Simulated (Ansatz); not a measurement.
Basis-set extrapolation for C3H6BNO (`BC(=C=N)OC`) (PBE0-D4/def2-TZVP geometry, frozen core, Ansatz 0.2.0). Multiplicity 1, RHF reference.

```json
{"": "HF", "def2-TZVPP": "-271.114753", "def2-QZVPP": "-271.127018"}
{"": "MP2 correlation", "def2-TZVPP": "-1.013209", "def2-QZVPP": "-1.082765"}
{"": "CCSD(T) correlation", "def2-TZVPP": "-1.095542", "def2-QZVPP": "not run"}
```

Energies in hartree. Use E(X) = E(∞) + A·exp(−7.88·√X) for Hartree–Fock and E(X) = E(∞) + B·X^(−2.97) for correlation, with X = 3 and 4, and add CCSD(T) minus MP2 of the smaller set to the MP2 limit.

**Question.** What is the CCSD(T) energy at the basis-set limit?

**Answer.** HF limit: -271.127018 + (-0.012265) × 0.13774 = -271.12871. MP2 limit: -1.082765 + (-0.069556) × 0.74074 = -1.13429. Higher-order term: -1.095542 − (-1.013209) = -0.08233. Total: -272.34533 hartree, 3.67 eV below CCSD(T)/def2-TZVPP.
